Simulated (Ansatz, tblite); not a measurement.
Forces on cis-OsH2(PH3)4 (P₄OsH₁₄) at its PBE-D4/def2-SVP geometry. Total charge 0; singlet.

In the def2 sets Os takes a core potential; there is no spin–orbit coupling. The xTB rows come from tblite.

GFN1-xTB (tblite), largest force 2.34 eV/Å:

```xyz
19
positions Å, forces eV/Å
Os   -0.081    0.163   -0.442   -0.395    0.797   -2.162
H    -1.196   -0.053   -1.677    0.590    0.028    0.826
P     1.615    0.666    1.090    1.186    0.358    1.059
H     2.999    0.442    0.754   -0.934    0.177    0.289
H     1.714    0.072    2.405   -0.024    0.431   -0.882
H     1.809    2.017    1.555   -0.083   -0.948   -0.283
H     0.610    1.236   -1.531   -0.302   -0.610    0.753
P    -1.260   -1.385    0.859   -0.829   -1.079    0.897
H    -1.457   -2.736    0.395    0.102    0.915    0.373
H    -2.643   -1.159    1.197    0.949   -0.212   -0.201
H    -0.871   -1.774    2.197   -0.304    0.231   -0.904
P     1.134   -1.408   -1.615    1.039   -1.366   -0.798
H     0.813   -2.812   -1.557    0.303    0.889   -0.137
H     2.553   -1.570   -1.417   -0.919    0.016   -0.235
H     1.178   -1.310   -3.043    0.055   -0.187    0.981
P    -1.411    1.969    0.095   -1.070    1.433    0.619
H    -2.665    1.808    0.786    0.789    0.240   -0.468
H    -1.915    2.785   -0.968    0.280   -0.479    0.833
H    -0.925    3.049    0.916   -0.434   -0.633   -0.559
```

GFN2-xTB (tblite), largest force 0.90 eV/Å:

```
Os -0.147 0.297 -0.807
H 0.241 -0.072 0.501
P 0.119 0.004 0.170
H -0.812 0.191 0.325
H 0.066 0.432 -0.750
H -0.010 -0.870 -0.214
H -0.063 -0.288 0.476
P -0.060 -0.124 0.155
H 0.045 0.803 0.395
H 0.844 -0.260 -0.146
H -0.348 0.137 -0.784
P 0.205 -0.298 0.090
H 0.333 0.730 -0.182
H -0.775 -0.061 -0.271
H 0.063 -0.185 0.859
P -0.131 0.148 0.316
H 0.651 0.306 -0.400
H 0.234 -0.404 0.747
H -0.457 -0.486 -0.482
```

revPBE-D4/def2-TZVP (Ansatz), largest force 0.21 eV/Å:

```
Os 0.036 -0.071 0.194
H 0.057 0.006 0.073
P -0.015 0.000 -0.023
H -0.203 0.028 0.039
H -0.033 0.075 -0.196
H -0.036 -0.192 -0.074
H -0.032 -0.058 0.066
P 0.007 0.016 -0.021
H 0.034 0.198 0.058
H 0.200 -0.023 -0.055
H -0.039 0.071 -0.197
P -0.004 0.003 0.029
H 0.038 0.206 -0.007
H -0.205 0.032 -0.026
H -0.007 -0.012 0.199
P 0.013 -0.020 0.018
H 0.181 0.015 -0.104
H 0.071 -0.114 0.147
H -0.062 -0.158 -0.121
```
